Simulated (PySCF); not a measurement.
Ge(H)3(SH) (GeH4S), SMILES [SH][GeH3].

The structure is a stationary point at PBE0-D3(BJ)/def2-TZVP.

All values below come from PySCF with PBE0-D3(BJ)/def2-TZVP.

Frequencies are harmonic and unscaled.

| mode | ν (cm⁻¹) | IR (km/mol) | Raman (Å⁴/amu) | depolarisation | moving atoms (share of kinetic energy) |
|---|---|---|---|---|---|
| 1 | 157 | 12.7 | 3.4 | 0.75 | H 98 % |
| 2 | 410 | 27.8 | 11.7 | 0.22 | S 67 %, Ge 31 % |
| 3 | 508 | 19.6 | 2.0 | 0.52 | H 97 % |
| 4 | 569 | 16.9 | 5.5 | 0.75 | H 94 % |
| 5 | 783 | 12.4 | 2.9 | 0.61 | H 92 % |
| 6 | 836 | 185.6 | 7.9 | 0.36 | H 98 % |
| 7 | 869 | 39.0 | 17.9 | 0.75 | H 99 % |
| 8 | 885 | 40.1 | 21.3 | 0.74 | H 99 % |
| 9 | 2156 | 76.1 | 289.1 | 0.04 | H 99 % |
| 10 | 2157 | 119.3 | 107.7 | 0.75 | H 98 % |
| 11 | 2183 | 88.0 | 127.5 | 0.37 | H 99 % |
| 12 | 2715 | 0.5 | 106.4 | 0.27 | H 97 % |
